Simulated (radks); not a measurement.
The numbers below are computed, except where a source is named.
Question: Valence configurations of P+ (all share [Ne]). Code: a radial shooting solver on a logarithmic mesh with Libxc functionals. Model: Dirac Kohn-Sham, LDA (Slater exchange, Perdew-Wang correlation), spin-unpolarised, spherical densities, point nucleus; open shells fill j = l - 1/2 first. Order these by energy: 3s1 3p3; 3s0.5 3p3.5; 3p4; 3s2 3p2; 3s1.5 3p2.5.

Answer: From the lowest, in eV above it: 3s2 3p2 0.000; 3s1.5 3p2.5 4.533; 3s1 3p3 9.094; 3s0.5 3p3.5 13.680; 3p4 18.291. NIST lists [Ne] 3s2 3p2 as the ground configuration; this level of theory agrees among the configurations tried. The energies are those of spherical spin-averaged densities, not of single terms.
